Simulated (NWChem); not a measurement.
System: Si$_{2}$H$_{4}$OClF; SMILES F[SiH2]O[SiH2]Cl

NWChem printed, in part:

```
             Northwest Computational Chemistry Package (NWChem) 7.3.0
             --------------------------------------------------------

 C1  symmetry detected

                             Geometry "geometry" -> ""
                             -------------------------

 Output coordinates in angstroms (scale by  1.889725989 to convert to a.u.)

  No.       Tag          Charge          X              Y              Z
 ---- ---------------- ---------- -------------- -------------- --------------
    1 Si                  14.0000    -0.00605557    -1.79679203    -0.51047177
    2 F                    9.0000    -0.87435760    -2.18435924     0.79924710
    3 O                    8.0000     0.88933485    -0.45504961    -0.17473037
    4 Si                  14.0000     0.90640438     1.10883550     0.34943373
    5 Cl                  17.0000    -0.87516692     2.02323073    -0.15394781
    6 H                    1.0000    -0.95541789    -1.52438358    -1.61673234
    7 H                    1.0000     0.92971711    -2.90957863    -0.79328082
    8 H                    1.0000     2.00952171     1.82026196    -0.33999836
    9 H                    1.0000     1.04367290     1.14979917     1.82627583

 Effective nuclear repulsion energy (a.u.)     364.4372598902

                                 NWChem DFT Module
                                 -----------------

 Summary of "ao basis" -> "ao basis" (spherical)
 ------------------------------------------------------------------------------
       Tag                 Description            Shells   Functions and Types
 ---------------- ------------------------------  ------  ---------------------
 Si                        def2-tzvp                13       37   5s5p2d1f
 F                         def2-tzvp                11       31   5s3p2d1f
 O                         def2-tzvp                11       31   5s3p2d1f
 Cl                        def2-tzvp                13       37   5s5p2d1f
 H                         def2-tzvp                 4        6   3s1p

            General Information
            -------------------
          SCF calculation type: DFT
          Wavefunction type:  closed shell.
          No. of atoms     :     9
          No. of electrons :    66
           Alpha electrons :    33
            Beta electrons :    33
          Charge           :     0
          Spin multiplicity:     1
          Use of symmetry is: off; symmetry adaption is: off
          Maximum number of iterations: 150
          AO basis - number of functions:   197
                     number of shells:    77
          Convergence on energy requested:  1.00D-06
          Convergence on density requested:  1.00D-05
          Convergence on gradient requested:  5.00D-04

              XC Information
              --------------
                    Becke 1988 Exchange Functional  1.000
              Lee-Yang-Parr Correlation Functional  1.000

             Grid Information
             ----------------
          Grid used for XC integration:  medium
          Radial quadrature: Mura-Knowles
          Angular quadrature: Lebedev.
          Tag              B.-S. Rad. Rad. Pts. Rad. Cut. Ang. Pts.
          ---              ---------- --------- --------- ---------
          Si                  1.10       88          12.0       590
          F                   0.50       49          13.0       434
          O                   0.60       49           9.0       434
          Cl                  1.00       88          13.0       590
          H                   0.35       45          12.0       434
          Grid pruning is: on
          Number of quadrature shells:   542
          Spatial weights used:  Erf1

      Superposition of Atomic Density Guess
      -------------------------------------

 Sum of atomic energies:       -1213.35013202

      Non-variational initial energy
      ------------------------------

 Total energy =   -1214.628448
 1-e energy   =   -2406.635333
 2-e energy   =     827.569625
 HOMO         =      -0.379382
 LUMO         =       0.031999

------------------------------------------------------------
EAF file 0: "./job.aoints.0" size=558366720 bytes
------------------------------------------------------------
               write      read    awrite     aread      wait
               -----      ----    ------     -----      ----
     calls:     1065         0         0         0         0
   data(b): 5.58e+08  0.00e+00  0.00e+00  0.00e+00
   time(s): 0.00e+00  0.00e+00  0.00e+00  0.00e+00  0.00e+00
rate(mb/s): 0.00e+00  0.00e+00
------------------------------------------------------------

     ---------------------------------------------
      Total Density - Mulliken Population Analysis
     ---------------------------------------------

    Atom       Charge   Shell Charges
 -----------   ------   -------------------------------------------------------
    1 Si  14    13.00   2.00  0.59  1.39  0.80  0.38  4.10  1.74  0.46  0.90  0.23  0.18  0.16  0.07
    2 F    9     9.52   0.77  1.20  0.61  1.02  0.31  2.37  2.36  0.88  0.00  0.01  0.00
    3 O    8     8.74   0.79  1.18  0.58  0.96  0.22  2.04  2.26  0.69  0.00  0.01  0.00
    4 Si  14    13.13   2.00  0.59  1.39  0.82  0.37  4.10  1.73  0.46  1.00  0.28  0.15  0.18  0.05
    5 Cl  17    17.39   2.01  0.45  1.52  1.11  0.84  4.19  1.69  1.11  2.96  1.51  0.00  0.02  0.00
    6 H    1     1.06   0.23  0.54  0.28  0.01
    7 H    1     1.05   0.23  0.54  0.28  0.01
    8 H    1     1.05   0.23  0.54  0.27  0.01
    9 H    1     1.05   0.23  0.54  0.28  0.01

   convergence    iter        energy       DeltaE   RMS-Dens  Diis-err
 ---------------- ----- ----------------- --------- --------- ---------
 d= 0,ls=0.0,diis     1  -1216.8095767136 -1.58D+03  6.55D-03  2.46D+00
 d= 0,ls=0.0,diis     2  -1216.5963696399  2.13D-01  4.85D-03  3.94D+00
 d= 0,ls=0.0,diis     3  -1216.8990930766 -3.03D-01  1.43D-03  6.45D-01
 d= 0,ls=0.0,diis     4  -1216.9434268668 -4.43D-02  6.98D-04  3.45D-02
 d= 0,ls=0.0,diis     5  -1216.9471341994 -3.71D-03  2.12D-04  8.87D-03
  Resetting Diis
 d= 0,ls=0.0,diis     6  -1216.9479705833 -8.36D-04  7.04D-05  8.78D-04
 d= 0,ls=0.0,diis     7  -1216.9480386506 -6.81D-05  5.23D-05  7.90D-05
 d= 0,ls=0.0,diis     8  -1216.9480200146  1.86D-05  3.21D-05  3.07D-04
 d= 0,ls=0.0,diis     9  -1216.9480457453 -2.57D-05  5.53D-06  3.76D-06
 d= 0,ls=0.0,diis    10  -1216.9480460591 -3.14D-07  1.61D-06  3.54D-07

         Total DFT energy =    -1216.948046059111
      One electron energy =    -2410.110841878527
           Coulomb energy =      919.512371468522
    Exchange-Corr. energy =      -90.786835539351
 Nuclear repulsion energy =      364.437259890245

 Numeric. integr. density =       65.999988742203

                       DFT Final Molecular Orbital Analysis
                       ------------------------------------

 Vector   31  Occ=2.000000D+00  E=-2.959472D-01
              MO Center= -4.8D-01,  6.2D-01, -3.5D-01, r^2= 5.3D+00
   Bfn.  Coefficient  Atom+Function         Bfn.  Coefficient  Atom+Function
  ----- ------------  ---------------      ----- ------------  ---------------
   152      0.324728  5 Cl py               151      0.229925  5 Cl px
   155      0.210850  5 Cl py               149      0.158293  5 Cl py
   154      0.147872  5 Cl px               175      0.144337  6 H  s
   143     -0.129566  5 Cl py               176      0.123612  6 H  s
   148      0.113961  5 Cl px                15     -0.111061  1 Si px

 Vector   32  Occ=2.000000D+00  E=-2.854993D-01
              MO Center= -1.0D-01, -6.4D-02, -4.1D-01, r^2= 5.4D+00
   Bfn.  Coefficient  Atom+Function         Bfn.  Coefficient  Atom+Function
  ----- ------------  ---------------      ----- ------------  ---------------
   152      0.288128  5 Cl py                74     -0.212029  3 O  px
   155      0.193463  5 Cl py                77     -0.176016  3 O  px
   153      0.167493  5 Cl pz               149      0.143309  5 Cl py
   176     -0.143080  6 H  s                181      0.137488  7 H  s
   175     -0.134432  6 H  s                 75      0.126839  3 O  py

 Vector   33  Occ=2.000000D+00  E=-2.766614D-01
              MO Center=  1.1D-01,  1.5D+00,  1.6D-01, r^2= 3.6D+00
   Bfn.  Coefficient  Atom+Function         Bfn.  Coefficient  Atom+Function
  ----- ------------  ---------------      ----- ------------  ---------------
   153      0.354282  5 Cl pz               156      0.240577  5 Cl pz
   150      0.175791  5 Cl pz               193     -0.157027  9 H  s
   194     -0.156142  9 H  s                187      0.149735  8 H  s
   188      0.146730  8 H  s                151     -0.145943  5 Cl px
   144     -0.141898  5 Cl pz                76      0.130538  3 O  pz

 Vector   34  Occ=0.000000D+00  E=-2.429507D-02
              MO Center=  7.1D-01,  1.7D-01, -7.3D-03, r^2= 6.6D+00
   Bfn.  Coefficient  Atom+Function         Bfn.  Coefficient  Atom+Function
  ----- ------------  ---------------      ----- ------------  ---------------
   118      0.670365  4 Si py                73      0.526163  3 O  s
    18     -0.324298  1 Si px                19     -0.286049  1 Si py
   119      0.246610  4 Si pz               115      0.242629  4 Si py
   155     -0.167393  5 Cl py                71      0.159318  3 O  s
   194     -0.138087  9 H  s                 16     -0.125571  1 Si py

 Vector   35  Occ=0.000000D+00  E=-1.247140D-02
              MO Center=  6.2D-01,  1.2D+00,  2.2D-01, r^2= 5.0D+00
   Bfn.  Coefficient  Atom+Function         Bfn.  Coefficient  Atom+Function
  ----- ------------  ---------------      ----- ------------  ---------------
   117      0.768543  4 Si px               141      0.611327  5 Cl s
   104     -0.457230  4 Si s                154      0.398223  5 Cl px
   119      0.364751  4 Si pz               103     -0.338764  4 Si s
   114      0.310612  4 Si px               176     -0.249887  6 H  s
   155     -0.232740  5 Cl py                18     -0.212952  1 Si px

 Vector   36  Occ=0.000000D+00  E=-1.031330D-02
              MO Center=  8.1D-02, -1.6D+00, -4.2D-01, r^2= 5.2D+00
   Bfn.  Coefficient  Atom+Function         Bfn.  Coefficient  Atom+Function
  ----- ------------  ---------------      ----- ------------  ---------------
    20      0.801254  1 Si pz                18     -0.397210  1 Si px
   194      0.338708  9 H  s                 42     -0.321214  2 F  s
   118     -0.318209  4 Si py                19     -0.271986  1 Si py
   119     -0.268405  4 Si pz               176      0.263719  6 H  s
    82     -0.202974  3 O  pz                17      0.187902  1 Si pz

------------------------------------------------------------
EAF file 0: "./job.aoints.0" size=910163968 bytes
------------------------------------------------------------
               write      read    awrite     aread      wait
               -----      ----    ------     -----      ----
     calls:     1736         9         0     15615     15615
   data(b): 9.10e+08  4.72e+06  0.00e+00  8.19e+09
   time(s): 0.00e+00  0.00e+00  0.00e+00  0.00e+00  0.00e+00
rate(mb/s): 0.00e+00  0.00e+00
------------------------------------------------------------

     ---------------------------------------------
      Total Density - Mulliken Population Analysis
     ---------------------------------------------

    Atom       Charge   Shell Charges
 -----------   ------   -------------------------------------------------------
    1 Si  14    13.41   2.01  0.57  1.40  0.90  0.29  4.13  1.67  0.63  1.01  0.19  0.28  0.26  0.09
    2 F    9     9.30   0.77  1.20  0.62  0.96  0.36  2.30  2.08  1.01  0.00  0.01  0.00
    3 O    8     8.31   0.79  1.18  0.58  0.91  0.24  1.95  1.95  0.70  0.00  0.01  0.00
    4 Si  14    13.51   2.00  0.57  1.40  0.93  0.29  4.13  1.67  0.63  1.12  0.23  0.23  0.26  0.07
    5 Cl  17    17.23   2.01  0.43  1.53  1.16  0.78  4.19  1.66  1.16  2.78  1.50  0.01  0.03  0.00
    6 H    1     1.07   0.26  0.52  0.27  0.01
    7 H    1     1.07   0.26  0.53  0.27  0.01
    8 H    1     1.05   0.26  0.53  0.25  0.01
    9 H    1     1.05   0.26  0.53  0.26  0.01

     -------------------------------------------
      Total Density - Lowdin Population Analysis
     -------------------------------------------

    Atom       Charge   Shell Charges
 -----------   ------   -------------------------------------------------------
    1 Si  14    13.92   2.00  0.83  1.09  0.51  0.31  3.85  1.87  0.69  0.98  0.47  0.30  0.70  0.33
    2 F    9     9.00   0.86  1.10  0.60  0.71  0.39  2.15  2.11  1.06  0.00  0.01  0.00
    3 O    8     7.99   0.87  1.09  0.52  0.55  0.29  1.79  1.87  0.97  0.00  0.03  0.00
    4 Si  14    14.12   2.00  0.83  1.09  0.54  0.33  3.85  1.87  0.69  1.08  0.59  0.24  0.77  0.26
    5 Cl  17    16.78   1.98  0.84  1.14  0.91  0.75  3.93  1.90  1.27  2.45  1.57  0.01  0.04  0.00
    6 H    1     1.05   0.25  0.47  0.30  0.02
    7 H    1     1.05   0.25  0.47  0.30  0.02
    8 H    1     1.05   0.25  0.47  0.30  0.02
    9 H    1     1.05   0.25  0.47  0.30  0.02

     Multipole analysis of the density
     ---------------------------------

     L   x y z        total         alpha         beta         nuclear
     -   - - -        -----         -----         ----         -------
     0   0 0 0      0.000000    -33.000000    -33.000000     66.000000

     1   1 0 0      0.503611      0.251806      0.251806      0.000000
     1   0 1 0     -0.038037     -0.019019     -0.019019      0.000000
     1   0 0 1     -0.256346     -0.128173     -0.128173     -0.000000

     2   2 0 0    -38.122204    -98.759294    -98.759294    159.396384
     2   1 1 0      0.372306     -2.818279     -2.818279      6.008864
     2   1 0 1      1.042666     -1.737743     -1.737743      4.518151
     2   0 2 0    -38.632412   -362.182529   -362.182529    685.732646
     2   0 1 1      2.290430     -6.260357     -6.260357     14.811145
     2   0 0 2    -37.901803    -51.890225    -51.890225     65.878648
```

Level: BLYP/def2-TZVP. Structure relaxed at the PBE0/def2-SVP level.

Q: Reconstruct the input file.

A: One answer among several that fit: the input that was run:
```
start job
memory heap 200 mb stack 900 mb global 1100 mb
geometry units angstroms noautoz
  Si    -0.647405    -1.745757    -0.234246
  F     -0.156150    -2.368240     1.176677
  O      0.321332    -0.468875    -0.616136
  Si     0.957629     0.980369    -0.151815
  Cl    -0.364944     1.940400     1.110187
  H     -2.051905    -1.300290    -0.066179
  H     -0.474593    -2.777858    -1.282506
  H      1.143126     1.817751    -1.361234
  H      2.226324     0.766512     0.587280
end
basis spherical
  * library def2-tzvp
end
dft
  xc becke88 lyp
  iterations 150
  semidirect filesize 400000000
  mulliken
end
task dft energy
```
